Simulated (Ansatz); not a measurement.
Z-matrix (Å, degrees):
```
C
H 1 1.0885
S 1 1.6175 2 122.14
S 1 1.7363 2 113.75 3 -179.89
H 4 1.3471 1 97.42 2 -0.05
```
Charge +1, spin multiplicity 2.

Level of theory: frozen-core CCSD(T)/cc-pVTZ // B3LYP-D3(BJ)/def2-TZVP (Ansatz, an electronic-structure program). The geometry is that of the parent before the electron was removed.

- HF energy = -833.82649 Ha
- MP2 correlation energy = -0.46212 Ha

Question: Estimate the CCSD correlation energy, the (T) correction, the total energy and the T1 diagnostic.

Answer: 
```json
{
  "CCSD correlation energy": "-0.50272 Ha",
  "(T) correction": "-0.02694 Ha",
  "CCSD(T) total energy": "-834.35616 Ha",
  "T1 diagnostic": "0.024"
}
```
